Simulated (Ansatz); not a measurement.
Reaction (cleavage of the Al–Si bond): `C[O][AlH][SiH2][SiH3]` + H–F → `C[O][AlH][F]` + `[SiH3][SiH3]`

Computed with Ansatz on PBE0-D4/def2-TZVP structures; ΔE is electronic, products minus reactants. CCSD(T)/CBS is the MP2 limit (def2-TZVPP, def2-QZVPP) plus CCSD(T) − MP2 in def2-TZVPP, frozen cores. This one scheme is used for every species. Each species was taken in one conformer, which may not be the lowest.

`C[O][AlH][SiH2][SiH3]`:

Z-matrix (Å, degrees):
```
C
O 1 1.397
H 1 1.098 2 112.7
H 1 1.095 2 110.1 3 120.5
H 1 1.095 2 110.1 3 -120.6
Al 2 1.688 1 134.0 3 -0.8
Si 6 2.451 2 117.2 1 -1.0
H 6 1.580 2 115.9 1 -179.4
Si 7 2.340 6 110.4 2 -64.8
H 7 1.494 6 110.9 2 54.0
H 7 1.492 6 112.2 2 174.1
H 9 1.489 7 109.5 6 60.1
H 9 1.489 7 110.0 6 -58.3
H 9 1.488 7 112.5 6 -179.2
```

H–F:

Z-matrix (Å, degrees):
```
F
H 1 0.920
```

`C[O][AlH][F]`:

Z-matrix (Å, degrees):
```
C
O 1 1.399
H 1 1.094 2 109.9
H 1 1.096 2 112.4 3 120.7
H 1 1.094 2 109.9 3 -118.7
Al 2 1.670 1 138.4 3 -120.7
F 6 1.649 2 119.9 1 0.1
H 6 1.562 2 120.2 1 -179.9
```

`[SiH3][SiH3]`:

Cartesian coordinates in Å:
```
Si 0.366 -0.975 0.532
Si -0.366 0.975 -0.532
H 1.208 -0.634 1.710
H -0.798 -1.778 0.995
H 1.173 -1.802 -0.405
H 0.798 1.779 -0.991
H -1.176 1.800 0.404
H -1.205 0.634 -1.712
```

```csv
level,ΔE (kJ/mol)
MP2/CBS(def2),-181.6
CCSD/CBS(def2),-180.1
```

Problem. What does CCSD(T)/CBS give? (Best estimate.)

Solution. Ansatz gave: -174.8 kJ/mol. The listed levels differ from it by -6.8, -5.3 kJ/mol.

Largest T1 diagnostic among the species: 0.014.

The D4 term adds +11.0 kJ/mol with B3LYP and +6.7 kJ/mol with PBE0; it sums over pairs of atoms, weighted by their polarisabilities, and B3LYP, whose exchange is more repulsive, gets the larger term. In def2-TZVPP, CCSD(T) changes the Hartree–Fock value by +31.8 kJ/mol (the triples alone add +5.3 kJ/mol) and MP2 by +25.0 kJ/mol.

B3LYP here is the variant with VWN-RPA as its local correlation; programs differ in this.
